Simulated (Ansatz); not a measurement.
Consider the homolysis of the B–F bond: `CCB(C)F` → `C[B]CC`• + F•.

Gas-phase electronic energies from Ansatz, PBE0-D4/def2-TZVP geometries. CBS: MP2 limit from def2 TZ/QZ plus the TZ coupled-cluster correction, frozen cores. This one scheme is used for every species, atoms too. Open shells (•) are unrestricted, without spin–orbit coupling. Spin–orbit coupling would lower the free atoms: a little for F. Each species was taken in one conformer, which may not be the lowest.

```csv
species,CCSD/CBS(def2) energy (Eh)
`CCB(C)F`,-243.60912
`C[B]CC`•,-143.67093
F•,-99.66528
```

(1) Work out ΔE.

Largest T1 diagnostic among the species: 0.011.

Answers

(1) ΔE = (-143.67093) + (-99.66528) − (-243.60912) = 0.27291 Eh = +7.43 eV. CCSD(T)/CBS gives +7.54 eV.

From BLYP to BHLYP (50 % exact exchange), in def2-TZVPP and without D4, ΔE moves by −0.28 eV: exact exchange takes away binding that semilocal exchange gives to molecules. In def2-TZVPP, CCSD(T) changes the Hartree–Fock value by +1.67 eV (the triples alone add +0.11 eV) and MP2 by +1.98 eV; breaking electron pairs costs correlation energy, which Hartree–Fock lacks. Leaving LDA and LC-ωPBE aside and taking each functional with its dispersion term where it has one, the values, not all of them listed here, spread over 0.46 eV, from BHLYP-D4 to ωB97M-V. LDA lies +1.02 eV from PBE without D4, its usual overbinding.
